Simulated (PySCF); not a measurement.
Species: BH₁₁O₂Si₄.
Structure used (PBE0-D3(BJ)/def2-SVP), in Å, numbered top down from 1:
```xyz
18
BH11O2Si4 angstrom
O      1.6978   -2.4656   -0.6940
B      1.5102   -1.2762   -0.0659
O      0.9615   -1.1366    1.1743
Si     2.0182    0.4520   -1.0108
Si     0.4799    2.0776   -0.3164
Si    -1.6687    1.3991   -0.9700
Si    -2.2331   -0.7359   -0.1752
H      1.4029   -3.2415   -0.2016
H      0.6777   -1.9520    1.6056
H      3.4062    0.8874   -0.6466
H      1.9547    0.3104   -2.5002
H      0.7556    3.4257   -0.9096
H      0.5097    2.2023    1.1750
H     -2.7132    2.3620   -0.4927
H     -1.7349    1.3519   -2.4668
H     -2.0972   -0.8217    1.3114
H     -3.6494   -1.0595   -0.5357
H     -1.3554   -1.7783   -0.7970
```

The closed-shell ground state was solved at several levels (PySCF, density fitting, gas phase, non-relativistic).

```csv
level,basis functions,HOMO (eV),LUMO (eV),gap (eV),dipole (D)
B3LYP/def2-SVPD,250,-7.43,-0.83,6.60,2.94
PBE0/pcSseg-1,202,-7.71,-0.42,7.29,3.23
```

Question: What might wB97X-D/pcSseg-1 (202 basis functions) give for the same quantities?

Answer: HOMO -9.46 eV, LUMO 1.32 eV, gap 10.78 eV, dipole 3.26 D.

Question: Over all these levels, which gives the widest orbital gap and which the narrowest?

Answer: wB97X-D/pcSseg-1 (range-separated hybrid) has the widest, 10.78 eV, and B3LYP/def2-SVPD (global hybrid, 20 % exact exchange) the narrowest, 6.60 eV. Functional and basis both differ between the two, so the spread mixes both effects.

Question: How far do the dipole and the HOMO energy spread over the levels?

Answer: The dipole runs from 2.94 to 3.26 D (mean 3.15 D) and the HOMO from -9.46 to -7.43 eV.

One conformer stands for the species.
